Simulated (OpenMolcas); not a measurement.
## Nb3+: moving the ligands

Nb3+ with 3 ligands (fluoride) in trigonal planar coordination (D3h) at 1.83 Å. Ligand basis ANO-RCC-VDZP.
```
Nb    0.0000    0.0000    0.0000
F     1.8300    0.0000    0.0000
F    -0.9150    1.5848    0.0000
F    -0.9150   -1.5848    0.0000
```

| Item | Value |
| --- | --- |
| Program | OpenMolcas |
| Method | SS-CASPT2, IPEA 0.25 Eh, imaginary shift 0.1 Eh (closed shells correlated: 4s 4p and the ligand valence shells) |
| Basis | ANO-RCC-VDZP [6s5p3d1f] |
| Scalar Hamiltonian | DKH2, point nucleus |
| Active space | 2 electrons in 5 orbitals (4d) |
| State averaging | 2S+1 = 3 even, 10 roots; 2S+1 = 1 even, 15 roots |
| Spin-orbit coupling | state interaction with AMFI integrals over the reference wave functions |

Runs around this geometry, states (labels of D3, the rotations of D3h). Energies in cm-1 above the lowest state or level, χT in cm3 K/mol.

```json
{"R (Å)": "1.77", "Ground state": "2S+1 = 1", "First state of that spin": "1E 7090", "First gap with spin-orbit (degeneracies)": "1140 (1, 1)", "χT at 300 K": "0.103", "First state of another spin": "3E 1080"}
{"R (Å)": "1.83", "Ground state": "3E", "First state of that spin": "7310", "First gap with spin-orbit (degeneracies)": "350 (1, 1)", "χT at 300 K": "0.465", "First state of another spin": "2S+1 = 1: 730"}
{"R (Å)": "1.9", "Ground state": "3E", "First state of that spin": "5360", "First gap with spin-orbit (degeneracies)": "240 (1, 1)", "χT at 300 K": "0.551", "First state of another spin": "2S+1 = 1: 2340"}
```

The ground state changes within this set.

Roots that are degenerate in the reference are averaged as groups; the widest CASPT2 spread within a group is 190 cm-1 (the 2-fold group of multiplicity 3 near 20900 cm-1 above the lowest state of its run, R = 1.83). Shifts and gaps below about the spread of the groups concerned are not significant. Ligand-to-metal charge-transfer states are missing. With no ligand orbital active B as a rule stays too high, so bands that hang on it stand too high and its fall with covalency is understated. The least metal-like active orbital is 67 % on the metal (Löwdin) and no ligand orbital is active, so the numbers are rough (holds for R = 1.77). An orbital doublet at a regular site is open to a Jahn-Teller distortion, which this geometry leaves out (holds for R = 1.83; R = 1.9). The least metal-like active orbital is 72 % on the metal (Löwdin) and no ligand orbital is active, so the numbers are rough (holds for R = 1.83). The least metal-like active orbital is 76 % on the metal (Löwdin) and no ligand orbital is active, so the numbers are rough (holds for R = 1.9). No measured value stands beside these numbers; the geometry was imposed, not optimised, and the real ion may take another.

A state without a sure symmetry label is named by its multiplicity alone.
